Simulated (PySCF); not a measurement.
A GIAO shielding run with PySCF 2.14 (density fitting, non-relativistic, gas phase) on `C=C(C)[C@@H]1C[SiH2][C@H]1CC#N`, C$_{8}$H$_{13}$NSi:

```
$ OMP_NUM_THREADS=1 python probes_run.py task.json out

{"job": {"kind": "nmr", "xc": "PBE0", "basis": "pcSseg-1"}, "charge": 0, "multiplicity": 1}
C     -1.762828    -1.841660     0.646338
C     -1.464484    -0.671873     0.098994
C     -2.201841    -0.159090    -1.102426
C     -0.340440     0.161888     0.637490
C     -0.531058     1.696990     0.682817
Si     1.238383     1.984322     0.017773
C      0.942847     0.104674    -0.239428
C      1.971180    -0.917617     0.243928
C      3.123355    -0.919706    -0.615272
N      4.025824    -0.900476    -1.317715
H     -1.249609    -2.211499     1.518598
H     -2.537042    -2.476907     0.250085
H     -1.525319     0.323784    -1.805020
H     -2.950317     0.572897    -0.797608
H     -2.717077    -0.970531    -1.610232
H     -0.092439    -0.194722     1.640861
H     -0.788621     2.068402     1.671935
H     -1.306779     2.036266     0.001275
H      1.400880     2.804819    -1.177585
H      2.247362     2.283808     1.032414
H      0.682607    -0.140805    -1.272252
H      2.295855    -0.683119     1.262063
H      1.534807    -1.922860     0.243046
```

Hardware: 1 thread of an Intel Xeon, shared host. The job also computes population analyses, field gradients, ring-centre shieldings.

**Question.** How large is the calculation?

**Answer.** 82 electrons, 242 basis functions and 1267 auxiliary functions.

**Question.** How long does it take, and how much memory does it need?

**Answer.** 2.8 min of wall time, with 14 SCF cycles and 5 response iterations; peak memory 1 GiB. Times on a shared host scatter by some tens of per cent.
